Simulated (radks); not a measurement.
The numbers below are computed, except where a source is named.
Q: The mean radii <r> (bohr) of the occupied orbitals of an atom or ion are listed with their occupations. Level of theory: scalar-relativistic Kohn-Sham, MS2 meta-GGA, spin-unpolarised, spherical densities, finite nucleus; meta-GGA in the generalised Kohn-Sham scheme; Fermi nuclear charge, rms radius of each element as measured or else 0.836 A^(1/3) + 0.57 fm (a radial shooting solver on a logarithmic mesh with Libxc functionals).

| orbital | occ. | <r> |
|---|---|---|
| 1s | 2 | 0.02841 |
| 2s | 2 | 0.1225 |
| 2p | 6 | 0.1071 |
| 3s | 2 | 0.3296 |
| 3p | 6 | 0.3283 |
| 3d | 10 | 0.3055 |
| 4s | 2 | 0.7912 |
| 4p | 6 | 0.8513 |
| 4d | 10 | 1.019 |
| 5s | 2 | 2.033 |

Name the element and its charge.

A: Z = 51, antimony, charge +3: Sb3+ in [Kr] 4d10 5s2. The 1s radius gives Z: for a bare nucleus <r> = (2 gamma + 1)/(2Z) with gamma = sqrt(1 - (Z/c)^2), 0.028 bohr for Z = 51, and screening makes it slightly larger (0.02841 here). The occupations add up to 48, and the charge is Z minus that.
